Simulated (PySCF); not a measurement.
Geometries of 2 isomers of CH6AsGeN, from PBE0-D3(BJ)/def2-SVP geometry optimisation, gas phase (PySCF). One conformer each, no zero-point energy, no frequencies.

Question: Which isomer lies lower at this level?
A.
```xyz
10
angstrom
N     -1.714    1.543   -0.108
C     -1.139    0.557    0.446
Ge    -0.065   -0.828   -0.457
As     2.288   -0.678    0.128
H     -1.582    1.527   -1.127
H     -1.225    0.480    1.547
H     -0.559   -2.238   -0.075
H     -0.227   -0.609   -1.977
H      2.276    0.842   -0.017
H      1.954   -0.593    1.616
```
B.
```xyz
10
angstrom
C      1.403   -0.906    0.332
N      1.402    0.354    0.293
Ge    -0.145    1.356    0.015
As    -2.192    0.097   -0.351
H      2.353   -1.447    0.504
H      0.507   -1.553    0.206
H      0.129    2.234   -1.218
H     -0.312    2.244    1.260
H     -1.517   -0.836   -1.353
H     -1.905   -0.848    0.813
```

Answer: B. That is `C=[N][GeH2][AsH2]`, 4.3 kcal/mol below the other.

| SMILES | atoms numbered as above | E (Eh) | relative (kcal/mol) | relative (kJ/mol) | dipole (D) |
| --- | --- | --- | --- | --- | --- |
| C=[N][GeH2][AsH2] | [CH2:1]=[N:2][GeH2:3][AsH2:4] | -4408.07634 | 0.0 | 0.0 | 1.28 |
| [H]/N=[CH]\[GeH2][AsH2] | [H]/[N:1]=[CH:2]\[GeH2:3][AsH2:4] | -4408.06948 | 4.3 | 18.0 | 1.17 |

As drawn, the higher has an N–H bond, which the lower lacks.
